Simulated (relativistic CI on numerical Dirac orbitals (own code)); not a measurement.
# Transition arrays of Xe¹³⁺

Method of calculation: Dirac-Coulomb-Breit CI, orbitals from a KLI potential per configuration, QED by a radiative potential, valence Slater integrals scaled by 0.9, whole transition arrays (own radial code, finite nucleus).

Configurations in the expansion (outside the closed core [Ar] 3d10 4s2): 4p6.4d5, 4p6.4d4.4f, 4p5.4d6, 4p6.4d4.5p, 4p6.4d4.5f. Levels of other configurations are missing.

All E1 lines from the levels of 4p6.4d5; mean and standard deviation are weighted by gf, and upper levels are sorted by their leading configuration.

| Upper configuration | Lines | Σgf | Mean (eV) | Mean (nm) | σ (eV) | Strongest line (nm) |
| --- | --- | --- | --- | --- | --- | --- |
| 4p6.4d4.4f | 6274 | 1336.5 | 116.91 | 10.605 | 3.28 | 10.554 |
| 4p5.4d6 | 2002 | 144.5 | 116.30 | 10.661 | 9.52 | 10.533 |
| 4p6.4d4.5p | 3684 | 802.1 | 117.67 | 10.536 | 1.97 | 10.539 |
| 4p6.4d4.5f | 5470 | 12.7 | 186.68 | 6.642 | 2.55 | 6.610 |

Σgf per state of the lower configuration in bins of 0.05 nm over the central range (centre: value): 10.03: 0.03, 10.08: 0.05, 10.13: 0.05, 10.18: 0.06, 10.23: 0.12, 10.28: 0.13, 10.33: 0.23, 10.38: 0.37, 10.43: 0.55, 10.48: 0.73, 10.53: 1.60, 10.58: 2.12, 10.63: 1.27, 10.68: 0.58, 10.73: 0.42, 10.78: 0.17, 10.83: 0.10, 10.88: 0.09, 10.93: 0.05, 10.98: 0.05.

(1) How do configuration mixing and the scaling of the Slater integrals move the arrays?

Results:

(1) Slater scale 0.9, no configuration mixing: 4p6.4d4.4f 110.5 ± 5.0 eV (Σgf 1231.6), 4p5.4d6 103.9 ± 8.8 eV (Σgf 694.1), 4p6.4d4.5p 118.1 ± 2.5 eV (Σgf 169.5), 4p6.4d4.5f 185.8 ± 2.6 eV (Σgf 45.0); Slater scale 1: 4p6.4d4.4f 119.3 ± 3.7 eV (Σgf 1190.8), 4p5.4d6 119.2 ± 9.6 eV (Σgf 138.0), 4p6.4d4.5p 119.2 ± 2.2 eV (Σgf 996.1), 4p6.4d4.5f 186.9 ± 2.8 eV (Σgf 11.3); Slater scale 0.8: 4p6.4d4.4f 114.8 ± 3.0 eV (Σgf 1576.8), 4p5.4d6 113.7 ± 8.8 eV (Σgf 168.6), 4p6.4d4.5p 116.2 ± 2.0 eV (Σgf 495.8), 4p6.4d4.5f 186.5 ± 2.3 eV (Σgf 14.0). With mixing, levels are counted to their leading configuration, so an array can shrink or vanish into another, and the sums then hold other lines.
